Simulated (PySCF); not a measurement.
**Working out the ionisation energy of Cl²⁺**

Cl²⁺ [Ne] 3s2 3p3 (4S) → Cl³⁺ [Ne] 3s2 3p2 (3P). All numbers are calculated (PySCF 2.14, the spin-free X2C one-electron Hamiltonian (Gaussian nucleus), in aug-cc-pVTZ-DK (6s5p3d2f, 50 functions)). Frozen: [Ne]. Energies in hartree (1 hartree = 27.21139 eV):

| part | Cl²⁺ (lower) | Cl³⁺ (upper) |
| --- | --- | --- |
| UHF | -459.633155 | -458.201302 |
| MP2 opposite-spin | -0.070588 | -0.060684 |
| MP2 same-spin | -0.025589 | -0.011782 |

**Question.** What does Hartree-Fock give?

**Answer.** (-458.201302) − (-459.633155) = 1.431853 hartree = 38.963 eV.

**Question.** What do MP2 and SCS-MP2 (6/5 opposite-spin, 1/3 same-spin) give?

**Answer.** The opposite-spin parts differ by 0.270 eV and the same-spin parts by 0.376 eV. MP2: 38.963 + (0.270) + (0.376) = 39.609 eV. SCS-MP2: 38.963 + 1.2 × (0.270) + (0.376)/3 = 39.412 eV.

A first-order spin-orbit estimate adds -0.102 eV to MP2 (valence), giving 39.507 eV against 39.8 ± 0.11 eV (semi-empirical (NIST evaluation); NIST Atomic Spectra Database, ionization energies).

What remains against the reference includes basis incompleteness, the frozen core and correlation beyond second order.
